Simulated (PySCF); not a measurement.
C3H8BNO, SMILES C[C@H]1COB1N. Atoms are numbered in the order given.

```xyz
14

C     -1.5450    -1.1851     0.6552
C     -0.6791    -0.4834    -0.3884
C     -0.8617     1.0473    -0.5554
O      0.5235     1.3716    -0.2393
B      0.7920     0.0244    -0.0297
N      2.0133    -0.5256     0.3812
H     -1.2073    -2.2220     0.8157
H     -1.4956    -0.6697     1.6287
H     -2.6057    -1.2268     0.3529
H     -0.7451    -1.0053    -1.3580
H     -1.1198     1.3982    -1.5683
H     -1.5425     1.5138     0.1771
H      2.8342     0.0419     0.5636
H      2.1556    -1.5186     0.5145
```

The structure is a stationary point at TPSSh-D3(BJ)/def2-SVP. The structure was generated by enumeration; whether it is a known compound was not checked. Other conformers were not sampled.

Level of theory: TPSSh-D3(BJ)/def2-SVP (PySCF).

Frequencies are harmonic and unscaled.

```tsv
mode	ν (cm⁻¹)	IR (km/mol)	Raman (Å⁴/amu)	depolarisation	moving atoms (share of kinetic energy)
1	120	5.4	0.2	0.75	O 39 %, H 27 %, C 24 %, N 10 %
2	165	0.2	1.2	0.71	C 42 %, H 30 %, N 22 %
3	222	0.1	0.2	0.66	H 92 %
4	303	2.3	0.4	0.74	H 43 %, C 24 %, B 15 %, N 9 %, O 9 %
5	373	11.3	0.4	0.44	H 43 %, C 37 %, O 8 %
6	377	164.0	0.5	0.75	H 80 %, N 17 %
7	521	5.1	1.4	0.47	H 88 %
8	605	10.5	1.9	0.28	B 54 %, H 23 %, C 10 %, O 9 %
9	619	2.2	6.3	0.43	N 37 %, C 24 %, H 16 %, O 15 %, B 9 %
10	747	2.3	8.5	0.17	C 43 %, H 36 %, B 10 %
11	857	0.8	4.8	0.11	H 52 %, O 20 %, N 18 %, C 10 %
12	873	2.8	8.1	0.63	C 54 %, H 33 %, O 11 %
13	910	3.3	1.0	0.43	H 80 %, C 16 %
14	995	79.8	0.8	0.64	C 45 %, O 36 %, H 16 %
15	1002	29.6	3.4	0.41	H 66 %, C 20 %
16	1107	0.2	6.3	0.54	C 52 %, H 44 %
17	1142	11.2	1.9	0.74	C 46 %, H 39 %
18	1167	10.7	4.4	0.71	H 65 %, C 23 %
19	1193	7.9	4.9	0.68	H 76 %, C 16 %
20	1208	46.4	3.1	0.45	H 46 %, B 27 %, C 19 %
21	1307	23.0	5.9	0.75	H 69 %, C 24 %
22	1382	41.8	1.9	0.62	H 45 %, C 34 %, B 15 %
23	1408	0.7	4.3	0.66	H 79 %, C 19 %
24	1451	132.8	1.4	0.61	H 50 %, B 41 %
25	1490	14.7	13.3	0.74	H 94 %
26	1496	6.2	18.3	0.75	H 96 %
27	1515	2.5	17.4	0.66	H 85 %, C 8 %
28	1614	293.1	5.7	0.58	H 52 %, B 23 %, N 23 %
29	3015	41.8	109.2	0.03	H 97 %
30	3028	73.0	168.3	0.07	H 95 %
31	3053	5.5	132.8	0.30	H 92 %
32	3090	19.6	99.2	0.74	H 90 %, C 10 %
33	3091	58.1	86.6	0.68	H 90 %, C 10 %
34	3104	41.1	63.9	0.66	H 91 %, C 9 %
35	3586	35.7	164.3	0.15	H 96 %
36	3695	33.1	73.4	0.75	H 91 %, N 9 %
```
